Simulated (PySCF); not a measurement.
Correlation energy of Xe²⁺ (xenon, charge +2)

[Kr] 4d10 5s2 5p4, high-spin 3P determinant. Calculation: PySCF 2.14, in x2c-TZVPPall; scalar relativity by spin-free X2C-1e. Frozen: [Ar] 3d10; 24 electrons correlated.

| level | correlation energy (mhartree) |
| --- | --- |
| CCSD | -554.12 |
| (T) | -7.84 |
| CCSD(T) | -561.96 |

Diagnostics: T1 = 0.0049, D1 = 0.0268, largest double amplitude 0.038.

Task: Is a single reference adequate?

Result: Yes, within this model without spin-orbit coupling: T1 lies below 0.03 and no double amplitude reaches 0.07.

This basis was not built for core-valence correlation, so the inner-shell part is incomplete.
